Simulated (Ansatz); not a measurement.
`[SiH3][GeH]([Cl])[BH]Cl` + H₂O → `OBCl` + `[SiH3][GeH2][Cl]`  (formal hydrolysis of a B–Ge bond)

Gas-phase electronic energies from Ansatz, PBE0-D4/def2-TZVP geometries. CCSD(T)/CBS adds triple-zeta CCSD(T) − MP2 to the extrapolated MP2 energy (def2 sets, frozen cores). This one scheme is used for every species. Functionals use def2-TZVPP. B3LYP here is the variant with VWN-RPA as its local correlation; programs differ in this. For Ge outer-core shells are correlated without core-valence functions, which leaves a few kJ/mol of doubt a bond. Scalar relativity is left out up to krypton. Each species was taken in one conformer, which may not be the lowest.

| level | ΔE (kJ/mol) | difference from CCSD(T)/CBS |
| --- | --- | --- |
| PBE-D4 | -141.7 | -0.5 |
| r2SCAN-D4 | -152.1 | -10.9 |
| PBE0-D4 | -144.7 | -3.5 |
| B3LYP-D4 | -150.8 | -9.6 |
| PBE | -147.6 | -6.4 |
| r2SCAN | -153.9 | -12.7 |
| PBE0 | -150.3 | -9.1 |
| B3LYP | -160.3 | -19.1 |
| HF/def2-TZVPP | -173.0 | -31.8 |
| MP2/def2-TZVPP | -147.0 | -5.8 |
| CCSD/def2-TZVPP | -149.7 | -8.5 |
| CCSD(T)/def2-TZVPP | -146.8 | -5.6 |
| HF/def2-QZVPP | -174.3 | -33.1 |
| HF/CBS(def2) | -174.4 | -33.2 |
| MP2/CBS(def2) | -141.3 | -0.1 |
| CCSD/CBS(def2) | -144.1 | -2.9 |
| CCSD(T)/CBS | -141.2 | 0 |

Largest T1 diagnostic among the species: 0.012.

The D4 term adds +9.5 kJ/mol with B3LYP and +5.6 kJ/mol with PBE0; it sums over pairs of atoms, weighted by their polarisabilities, and B3LYP, whose exchange is more repulsive, gets the larger term. In def2-TZVPP, CCSD(T) changes the Hartree–Fock value by +26.2 kJ/mol (the triples alone add +2.9 kJ/mol) and MP2 by +26.1 kJ/mol.
